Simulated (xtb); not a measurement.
A run for xtb: GFN1-xTB on SnOs, 2S+1 = 1, a spin state set in the input, which need not be the lowest, a point of a bond scan (R = 2.282 Å).

```
$ xtb mol.xyz --gfn 1 --sp --chrg 0 --uhf 0
2

Os     0.00000000     0.00000000     0.00000000
Sn     0.00000000     0.00000000     2.28232300
```

What total energy does the run end on?

-5.6324 hartree.
